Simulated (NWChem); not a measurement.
System: AlF₂, doublet; SMILES [F][Al][F]

Input file for NWChem:

```
start job
memory heap 200 mb stack 900 mb global 1100 mb
geometry units angstroms noautoz
  Al     0.000000     0.000000     0.507738
  F     -1.434552     0.000000    -0.331077
  F      1.434552     0.000000    -0.331077
end
basis spherical
  * library def2-svp
end
dft
  odft
  mult 2
  xc xpbe96 cpbe96
  iterations 150
end
tddft
  cis
  nroots 6
end
task tddft energy
```

In the optimisation the excess spin sits in a1 (C2v, its own frame). Coordinates come from a PBE0/def2-SVP, spin-unrestricted optimisation. The spin multiplicity was typed, not searched, and may not be the lowest. No stability test was run on the SCF state.

Vertical excitations in the gas phase. Excited states of an open shell can be spin-contaminated.

**Question.** What results follow from this input? (PBE/def2-SVP, spin-unrestricted, TDA.) Quantities: lowest excitation (eV); oscillator strength of that lowest state; lowest state with f > 0.02 (eV); oscillator strength of that bright state; lowest empty minus highest occupied level, either spin (eV).

**Answer.** 
```yaml
lowest excitation (eV): 4.11
oscillator_strength_of_that_lowest_state: 0.139
lowest state with f > 0.02 (eV): 4.11
oscillator_strength_of_that_bright_state: 0.139
lowest empty minus highest occupied level, either spin (eV): 1.62
```
